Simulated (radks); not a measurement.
Question: The table gives one normalised radial function P(r) = r R(r) of Tb19+ in [Kr] 4d10 (r in bohr). Method: non-relativistic Kohn-Sham, LDA (Slater exchange, VWN5 correlation), spin-unpolarised, spherical densities, point nucleus; relativity is left out, which matters for an element this heavy; computed with a radial shooting solver on a logarithmic mesh with Libxc functionals.

r	P
0.001151	0.0019
0.001499	0.0032
0.001952	0.0054
0.002541	0.0090
0.003309	0.0149
0.004343	0.0248
0.005656	0.0404
0.007364	0.0647
0.009589	0.1019
0.01249	0.1568
0.01639	0.2369
0.02134	0.3391
0.02779	0.4588
0.03618	0.5735
0.04712	0.6367
0.06135	0.5791
0.08053	0.3212
0.1049	-0.1295
0.1365	-0.6446
0.1778	-0.9321
0.2315	-0.6825
0.3015	0.1390
0.3957	1.1272
0.5152	1.5785
0.6709	1.3026
0.8736	0.6828
1.138	0.2167
1.481	0.0373
1.944	0.0027
2.532	0.0001
3.297	0.0000

Which n and l does it have? It may be an empty orbital.

Answer: n = 4, l = 1: the number of nodes gives n - l - 1 = 2, the rise at small r (about r^(l+1)) gives l, and the extent must fit the shell. The curve is that of 4p. 4p: eigenvalue -720.46 eV, 2 radial nodes at r = 0.0980, 0.290 bohr, <r> = 0.557 bohr, 90 % of the charge inside 0.801 bohr.
